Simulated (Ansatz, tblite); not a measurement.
Spin states of the cluster HgBr2⁻, each relaxed with r2SCAN-D4/def2-TZVPD in Ansatz. Electronic energies in the gas phase.

In the def2 sets Hg takes a core potential; there is no spin–orbit coupling. The xTB rows come from tblite. Correlated methods freeze 18 core orbitals; core or outer-core shells of Hg, Br are correlated, in sets that lack core-valence functions. The rows differ in basis, and correlated rows in double-zeta sets carry the largest basis error. HOMO above LUMO, or a gap near zero within one spin, warns that the state may not be the lowest or that an electron is smeared out. The structure comes from a short search, and lower isomers may exist.

Doublet geometry (C2v within 0.1 Å):

```xyz
3

Hg   -0.018    0.211    0.635
Br    0.290   -2.501    0.485
Br   -0.272    2.290   -1.120
```

Quartet geometry (C2v within 0.1 Å):

```xyz
3

Hg   -0.153    0.583    0.377
Br   -1.400    0.629   -2.208
Br    1.553   -1.212    1.830
```

Only these spin states were relaxed.

```csv
level,quartet − doublet (kcal/mol),lowest of these,remarks
GFN1-xTB,145.2,doublet,–
HF/def2-SVPD,116.4,doublet,HOMO above zero (quartet)
revPBE-D4/def2-TZVPD,112.5,doublet,"HOMO above zero (quartet), gap within one spin near zero (quartet)"
B97M-V/def2-TZVPD,117.7,doublet,"HOMO above zero (quartet), gap within one spin near zero (quartet)"
PBE0-D4/def2-TZVPD,122.1,doublet,HOMO above zero (quartet)
r2SCAN0-D4/def2-TZVPD,123.4,doublet,HOMO above zero (quartet)
ωB97X-V/def2-TZVPD,132.3,doublet,HOMO above zero (quartet)
MP2/def2-SVPD,139.3,doublet,HOMO above zero (quartet)
CCSD/def2-SVPD,133.8,doublet,HOMO above zero (quartet)
```

**Question.** Estimate the rows for GFN2-xTB, HF/def2-TZVPD, PBE-D4/def2-TZVPD, r2SCAN-D4/def2-TZVPD, CAM-B3LYP-D4/def2-TZVPD, RPA@PBE/def2-TZVPD, MP2/def2-TZVPD, CCSD(T)/def2-SVPD.

**Answer.** 
```tsv
level	quartet − doublet (kcal/mol)	lowest of these	remarks
GFN2-xTB	152.6	doublet	–
HF/def2-TZVPD	107.5	doublet	–
PBE-D4/def2-TZVPD	113.6	doublet	HOMO above zero (quartet), gap within one spin near zero (quartet)
r2SCAN-D4/def2-TZVPD	117.1	doublet	HOMO above zero (quartet), gap within one spin near zero (quartet)
CAM-B3LYP-D4/def2-TZVPD	127.0	doublet	HOMO above zero (quartet)
RPA@PBE/def2-TZVPD	108.0	doublet	–
MP2/def2-TZVPD	132.4	doublet	–
CCSD(T)/def2-SVPD	134.9	doublet	HOMO above zero (quartet)
```

The xTB methods have no term that favours high spin, so they put low spin too low.

**Question.** How do the metal–ligand distances follow the spin state?

**Answer.** 
| state | donor atoms | mean metal–ligand distance (Å) | range (Å) | Mulliken spin on the metal (PBE0) |
| --- | --- | --- | --- | --- |
| doublet | 2 | 2.733 | 2.73–2.73 | 0.60 |
| quartet | 2 | 2.870 | 2.87–2.87 | 1.78 |

⟨S²⟩ at PBE0-D4/def2-TZVPD: doublet 0.75 (pure 0.75), quartet 3.76 (pure 3.75).
